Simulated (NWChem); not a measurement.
System: TiF₃, doublet; SMILES [F][Ti]([F])[F]

Program: NWChem. Pople sets run with spherical d functions. Spin-unrestricted. In the optimisation the excess spin sits in a' (C3h, its own frame). All runs use the structure optimised with PBE-D3(BJ)/def2-SVP, spin-unrestricted. This spin state was assumed; another may lie lower. No stability test was run on the SCF state. Level M06-2X/6-31G*: energy and gradient on several grids; changes count from the extra-fine grid, which is no exact limit either.

### Question
Which is the coarsest grid (fine; xfine; xcoarse; coarse; medium) from which on the energy stays within 500 μHa and each gradient component within 500 μHa/bohr of xfine?

### Answer
medium.
```tsv
grid	size of the energy change (μHa)	largest change of a gradient component (μHa/bohr)
xcoarse	10000	2000
coarse	1000	100
medium	100	70
fine	< 10	< 30
xfine	< 10	< 30
```
